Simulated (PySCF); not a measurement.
Input of a run (PBE0-D3(BJ)/def2-SVP geometry optimisation, gas phase, def2 core potentials past Kr (PySCF 2.14.0)), started from GFN2-xTB:
```
{"job": {"xc": "PBE0", "basis": "def2-SVP", "d3": "d3bj", "grid": 1, "maxiter": 40, "kind": "geom"}, "charge": -2, "multiplicity": 2}
W      0.005590     0.003560    -1.134030
N     -0.005580     0.005740     0.662630
C     -0.011520    -0.002500     2.074670
H     -1.033370     0.140960     2.463950
H      0.369360    -0.960680     2.463760
H      0.622290     0.804820     2.475900
F      0.016760    -0.008520    -3.237040
F      2.168890     0.017770    -1.431990
F     -2.154700    -0.003400    -1.453420
F      0.000030     2.162800    -1.451440
F      0.022240    -2.160530    -1.432990
```

Output (energies in Eh, forces in Eh/bohr):
```
step   0  E = -660.08360115  max force = 0.062132
step   1  E = -660.13104730  max force = 0.052213
step   2  E = -660.12444642  max force = 0.036203
step   3  E = -660.13213628  max force = 0.032156
step   4  E = -660.12983911  max force = 0.058088
step   5  E = -660.13519534  max force = 0.016715
step   6  E = -660.13665910  max force = 0.005693
step   7  E = -660.13664516  max force = 0.002467
step   8  E = -660.13679588  max force = 0.001153
step   9  E = -660.13682017  max force = 0.000509
step  10  E = -660.13682240  max force = 0.000267
optimisation converged
```

Problem. Summarise the run.

Solution. The energy falls by 1.448 eV over 11 energy and gradient evaluations, the largest force component goes from 0.0621 to 2.7e-04 Eh/bohr, and the atoms move by 0.123 Å rms after alignment. Among the bonds, W1–F8, W1–F9, W1–F10 and W1–F11 change most and about equally (-0.195 to -0.194 Å). Bonds longer at the end by more than 0.005 Å: 3 of 10; shorter: 6. Among the angles that change most is F8–W1–F9, from 163.7° to 167.8°. The energy rose by more than 1e-6 Eh at steps 2, 4 and 7. The first step brought 89 % of the lowering.

Problem. What are the final bond lengths?

Solution. W1–N2 1.796 Å, W1–F7 1.989 Å, W1–F8 1.989 Å, W1–F9 1.989 Å, W1–F10 1.989 Å, W1–F11 1.989 Å, N2–C3 1.386 Å, C3–H4 1.122 Å, C3–H5 1.122 Å, C3–H6 1.122 Å. Numbering counts from 1 in the input's order; the species is `C[N]=[W-2]([F])([F])([F])([F])[F]` ([W(NMe)F5]2-) [radical].

The run used 145 basis functions and 112 SCF cycles in all. Time: 4.8 min wall. Hardware: one thread, x86-64 server (shared host).

Stationary, but not proved a minimum. ⟨S²⟩ = 0.758 (exact for a doublet: 0.75). Whether so highly charged an anion holds all its electrons in the gas phase wasn't checked; a finite basis holds them in any case. No counter-ion or solvent screens the charge of this multiply charged ion. The geometry's basis has no diffuse functions, a weakness for an anion.

Neither the SCF state along the optimisation nor the shape of the open-shell metal species was proved the lowest: other solutions of the same spin, or a structure of lower symmetry, can lie below.
